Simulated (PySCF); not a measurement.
**Ni(2+) (nickel, charge +2) across methods**

[Ar] 3d7 4s1, high-spin 5F determinant (an excited configuration). Computed with PySCF 2.14 in aug-cc-pVDZ-DK (7s6p4d2f, 59 functions), with scalar relativity by spin-free X2C-1e.

```json
{"method": "PBE0", "E (hartree)": "-1519.133", "mean ε 3d α (eV)": "-39.730", "mean ε 3d β (eV)": "-36.525", "mean ε 4s α (eV)": "-25.584", "Σ⟨r²⟩ (bohr²)": "19.19", "⟨S²⟩": "6.001"}
{"method": "r2SCAN0", "E (hartree)": "-1519.310", "mean ε 3d α (eV)": "-40.223", "mean ε 3d β (eV)": "-36.937", "mean ε 4s α (eV)": "-25.881", "Σ⟨r²⟩ (bohr²)": "19.16", "⟨S²⟩": "6.001"}
{"method": "UHF", "E (hartree)": "-1518.04698", "mean ε 3d α (eV)": "-48.272", "mean ε 3d β (eV)": "-44.104", "mean ε 4s α (eV)": "-27.679", "Σ⟨r²⟩ (bohr²)": "19.34", "⟨S²⟩": "6.002"}
{"method": "MN15", "E (hartree)": "-1520.251", "mean ε 3d α (eV)": "-40.521", "mean ε 3d β (eV)": "-36.788", "mean ε 4s α (eV)": "-25.758", "Σ⟨r²⟩ (bohr²)": "19.36", "⟨S²⟩": "6.001"}
{"method": "revPBE", "E (hartree)": "-1519.266", "mean ε 3d α (eV)": "-36.519", "mean ε 3d β (eV)": "-33.588", "mean ε 4s α (eV)": "-24.601", "Σ⟨r²⟩ (bohr²)": "19.22", "⟨S²⟩": "6.000"}
{"method": "LDA", "E (hartree)": "-1516.537", "mean ε 3d α (eV)": "-36.844", "mean ε 3d β (eV)": "-33.615", "mean ε 4s α (eV)": "-25.010", "Σ⟨r²⟩ (bohr²)": "19.19", "⟨S²⟩": "6.000"}
{"method": "PBE", "E (hartree)": "-1519.104", "mean ε 3d α (eV)": "-36.575", "mean ε 3d β (eV)": "-33.630", "mean ε 4s α (eV)": "-24.707", "Σ⟨r²⟩ (bohr²)": "19.22", "⟨S²⟩": "6.000"}
{"method": "r2SCAN", "E (hartree)": "-1519.335", "mean ε 3d α (eV)": "-37.241", "mean ε 3d β (eV)": "-34.157", "mean ε 4s α (eV)": "-25.047", "Σ⟨r²⟩ (bohr²)": "19.16", "⟨S²⟩": "6.001"}
```

(1) Estimate the same row for BHandHLYP.

Answers

(1) E (hartree) = -1519.351; mean ε 3d α (eV) = -42.731; mean ε 3d β (eV) = -39.449; mean ε 4s α (eV) = -26.402; Σ⟨r²⟩ (bohr²) = 19.21; ⟨S²⟩ = 6.001.
